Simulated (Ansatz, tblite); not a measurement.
Cost and result up the ladder for the cluster Te2As⁺ (the lowest singlet isomer of a short search) (3 atoms). The state is a singlet with charge 1. Geometry: PBE0-D4/def2-TZVP.

```xyz
3

As    0.406   -0.440   -1.197
Te   -1.170   -0.819    0.653
Te    0.764    1.260    0.544
```

Ansatz on 4 threads of Arm Neoverse V1 on a shared host; xTB runs through tblite on one thread. Times are rough, summed over both states, and most runs start from the orbitals of an earlier one. ωB97M-V/def2-TZVP serves as the yardstick here, not as an exact answer. The other state is a quintet at its own geometry, which has other bonds, so the gap mixes isomer and spin.

In the def2 sets Te takes a core potential; there is no spin–orbit coupling. The xTB rows come from tblite. B3LYP takes the VWN-RPA correlation. HSE06 is defined as in plane-wave codes, on full-range PBE exchange. Correlated methods freeze 17 core orbitals; core or outer-core shells of As, Te are correlated, in sets that lack core-valence functions. At PBE0-D4/def2-TZVP a triplet of charge 1 lies 1.75 eV below the quintet, each at its own geometry. The structure comes from a short search, and lower isomers may exist.

Run but left out: HF/STO-3G (singlet: restricted singlet, unstable in another Hartree–Fock run and untested here); HF/def2-TZVP, r2SCAN-D4/def2-TZVP, B2PLYP/def2-TZVP, PBE-QIDH/def2-TZVP (singlet: restricted singlet, unstable towards broken spin symmetry).

Correlated methods converge slowly with the basis.

xTB has no spin-polarisation term.

| level | functions | quintet − singlet (eV) | difference from ωB97M-V/def2-TZVP (eV) | remarks |
| --- | --- | --- | --- | --- |
| B3LYP-D4/def2-TZVP | 148 | 1.75 | 0.04 | – |
| PBE0-D4/def2-TZVP | 148 | 1.72 | 0.01 | – |
| RPA@PBE/def2-TZVP | 148 | 1.88 | 0.17 | – |
| PBE-D4/def2-TZVP | 148 | 1.92 | 0.21 | – |
| GFN2-xTB | 27 | 3.32 | 1.61 | – |
| GFN1-xTB | 27 | 3.57 | 1.86 | – |
| MP2/def2-TZVP | 148 | 2.12 | 0.41 | restricted SCF unstable (singlet) |
| ωB97M-V/def2-TZVP | 148 | 1.71 | 0.00 | – |
| HSE06-D4/def2-TZVP | 148 | 1.71 | 0.00 | – |

(1) Estimate how long each takes.

Answers

(1) GFN1-xTB 0.007 s; GFN2-xTB 0.007 s; PBE-D4/def2-TZVP 3.9 s; HSE06-D4/def2-TZVP 6.5 s; B3LYP-D4/def2-TZVP 6.5 s; PBE0-D4/def2-TZVP 6.6 s; MP2/def2-TZVP 6.6 s; RPA@PBE/def2-TZVP 9.1 s; ωB97M-V/def2-TZVP 25 s. On shared hardware such times vary by a factor of up to 3.
